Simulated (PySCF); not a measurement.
**Correlation energy of Hg (mercury, neutral)**

Starting occupation: [Xe] 4f14 5d9 6s2 6p1, 5d3/2 with m_j = -3/2, -1/2, +1/2, +3/2, 5d5/2 with m_j = -3/2, -1/2, +1/2, +3/2, +5/2, 6p3/2 with m_j = +3/2. Calculation: PySCF 2.14, in x2c-TZVPall-2c with one added diffuse shell each of s, p, d type (12s12p11d2f, 117 functions); X2C-1e with screened-nucleus spin-orbit coupling, Gaussian nucleus. Frozen: [Kr] 4d10 4f14; 20 electrons correlated; the 34 highest virtual spinors left out.

MP2 pair energies summed by pair of shells (mhartree):

```json
{"pair": "5d3/2-5d5/2", "energy": "-91.11", "share (%)": "20.6"}
{"pair": "5d5/2-5d5/2", "energy": "-51.06", "share (%)": "11.6"}
{"pair": "5d5/2-6s1/2", "energy": "-41.34", "share (%)": "9.4"}
{"pair": "5d5/2-5p3/2", "energy": "-37.39", "share (%)": "8.5"}
{"pair": "5d3/2-6s1/2", "energy": "-31.52", "share (%)": "7.1"}
{"pair": "5d3/2-5d3/2", "energy": "-31.48", "share (%)": "7.1"}
{"pair": "5d3/2-5p3/2", "energy": "-28.69", "share (%)": "6.5"}
{"pair": "6s1/2-6s1/2", "energy": "-14.97", "share (%)": "3.4"}
{"pair": "5p3/2-5p3/2", "energy": "-12.96", "share (%)": "2.9"}
{"pair": "5d5/2-5p1/2", "energy": "-12.33", "share (%)": "2.8"}
{"pair": "5p1/2-5p3/2", "energy": "-11.20", "share (%)": "2.5"}
{"pair": "6p3/2-6s1/2", "energy": "-10.47", "share (%)": "2.4"}
{"pair": "5d3/2-5p1/2", "energy": "-9.92", "share (%)": "2.2"}
{"pair": "5p3/2-6s1/2", "energy": "-9.40", "share (%)": "2.1"}
{"pair": "5p3/2-5s1/2", "energy": "-8.15", "share (%)": "1.8"}
{"pair": "5d5/2-5s1/2", "energy": "-7.25", "share (%)": "1.6"}
{"pair": "5d5/2-6p3/2", "energy": "-6.72", "share (%)": "1.5"}
{"pair": "5d3/2-5s1/2", "energy": "-5.93", "share (%)": "1.3"}
{"pair": "5d3/2-6p3/2", "energy": "-5.44", "share (%)": "1.2"}
{"pair": "5p1/2-5s1/2", "energy": "-3.77", "share (%)": "0.9"}
{"pair": "5p1/2-5p1/2", "energy": "-2.67", "share (%)": "0.6"}
{"pair": "5p1/2-6s1/2", "energy": "-2.53", "share (%)": "0.6"}
{"pair": "5s1/2-5s1/2", "energy": "-2.22", "share (%)": "0.5"}
{"pair": "5p3/2-6p3/2", "energy": "-1.60", "share (%)": "0.4"}
{"pair": "5s1/2-6s1/2", "energy": "-0.87", "share (%)": "0.2"}
{"pair": "5p1/2-6p3/2", "energy": "-0.34", "share (%)": "0.1"}
{"pair": "5s1/2-6p3/2", "energy": "-0.12", "share (%)": "0.0"}
```

Total MP2 correlation energy: -441.43 mhartree.

This basis was not built for core-valence correlation, so the inner-shell part is incomplete.
